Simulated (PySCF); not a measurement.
`Oc1cnoc1S`, C3H3NO2S

Cartesian coordinates in Å; atom numbers follow the order of the lines, from 1:
```xyz
10

O    -1.3210    1.4916    0.2085
C    -0.6341    0.3317    0.2050
C    -1.0575   -0.9065    0.7463
N    -0.1490   -1.8254    0.5728
O     0.8931   -1.2572   -0.0750
C     0.6123    0.0399   -0.3012
S     1.7876    1.0328   -1.1320
H    -0.8066    2.1825   -0.2253
H    -1.9787   -1.1284    1.2424
H     2.6629    0.0436   -1.2641
```

Level of theory: GIAO BHandHLYP/pcSseg-1 magnetisability, rotational g tensor and spin-rotation constants, non-relativistic, gas phase (PySCF). Geometry: GFN2-xTB.

Give the nuclear spin-rotation constants along the inertial axes (H = +C I·J) beside the isotropic shieldings.

Rotational constants 3.5730, 2.1130, 1.3278 GHz. A star marks the isotopologue with that one atom substituted, in its own axes.
```csv
atom,isotope,Caa (kHz),Cbb (kHz),Ccc (kHz),mean (kHz),σ (ppm)
N4,14N,1.106,0.502,0.141,0.583,-169.3
H8,1H,0.006,-0.209,-0.164,-0.122,28.6
H9,1H,0.375,-0.174,-0.150,0.017,23.6
H10,1H,-0.381,0.093,-0.160,-0.149,27.3
O1,17O*,-0.346,-0.286,-0.072,-0.235,278.4
C2,13C*,1.348,0.892,0.276,0.839,40.4
C3,13C*,1.867,0.714,0.234,0.938,34.0
O5,17O*,-1.379,-1.019,-0.262,-0.886,-38.1
C6,13C*,1.682,0.778,0.276,0.912,32.1
S7,33S*,0.478,0.667,0.296,0.480,565.8
```
For the geometry as given, no vibrational averaging.

How do the rotational constants and the g tensor change when H8, H9, H10 are replaced by deuterium?

Constants 3.3901, 1.9992, 1.2576 GHz; g -0.0529, -0.0276, 0.0005, against -0.0551, -0.0295, 0.0005 before.
